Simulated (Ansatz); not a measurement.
Molecule: CNO (charge 0, doublet). It need not be the lowest isomer of its formula. 
Geometry from a B3LYP-D3(BJ)/def2-TZVP (Ansatz, a program for electronic structure) optimisation:
```xyz
3

N      0.0000     0.0000    -1.2622
C      0.0000     0.0000    -0.0406
O      0.0000     0.0000     1.1348
```
Charge 0, spin multiplicity 2.

Basis-set convergence of Hartree-Fock and CCSD correlation energies (hartree) with Ansatz. Correlated levels leave the core frozen unless marked. Open shells are spin-unrestricted. Spin-orbit coupling is left out. No relativistic terms.

| basis | functions | E(HF) | E(corr, CCSD) |
|---|---|---|---|
| cc-pVDZ | 42 | -167.14442 | -0.43545 |
| cc-pVTZ | 90 | -167.19057 | -0.53373 |
| cc-pVQZ | 165 | -167.20264 | -0.56735 |

Extrapolating the two largest sets (X = 3 and 4) as X^-3: E(corr) = (64·(-0.56735) - 27·(-0.53373))/37 = -0.5919 Eh, an estimate of the basis-set limit. The largest set recovers 95.9 % of it, the smallest 73.6 %.
